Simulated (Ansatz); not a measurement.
The cluster Be2F5. Charge 0, multiplicity 2. Geometry PBE-D4/def2-SVPD, that of the charge -1 singlet; atoms count from 1.

```xyz
7

Be   -1.141    0.509   -0.854
Be    1.141   -0.461    0.881
F    -2.416    1.052   -0.371
F    -0.765    0.094   -2.209
F    -0.003    0.410    0.234
F     0.855   -1.893    1.014
F     2.328    0.290    1.304
```

The structure comes from a short search, and lower isomers may exist.

Q: Estimate the Mulliken populations from the PBE0/def2-TZVPD orbitals of Ansatz.

A: 
```json
{"atom": "Be1", "charge (e)": "0.25", "spin (α − β)": "-0.04"}
{"atom": "Be2", "charge (e)": "0.24", "spin (α − β)": "-0.04"}
{"atom": "F3", "charge (e)": "-0.10", "spin (α − β)": "0.28"}
{"atom": "F4", "charge (e)": "-0.09", "spin (α − β)": "0.25"}
{"atom": "F5", "charge (e)": "-0.12", "spin (α − β)": "0.03"}
{"atom": "F6", "charge (e)": "-0.09", "spin (α − β)": "0.25"}
{"atom": "F7", "charge (e)": "-0.10", "spin (α − β)": "0.27"}
```
Mulliken values and Mayer orders depend strongly on the basis. With diffuse functions, as here, like atoms can get unlike values, and bond orders can come out too low or too high.

Q: Where does the spin sit?

A: Summed by element: Be -0.07, F 1.07, of 1 unpaired in all. Largest on single atoms: F3 0.28, F7 0.27, F4 0.25.

Q: And the Mayer bond orders between bonded heavy atoms (over 0.3)?

A: Be1–F3 1.02 (1.47 Å); Be1–F4 0.94 (1.47 Å); Be1–F5 0.67 (1.58 Å); Be2–F5 0.68 (1.58 Å); Be2–F6 0.94 (1.47 Å); Be2–F7 1.03 (1.47 Å).
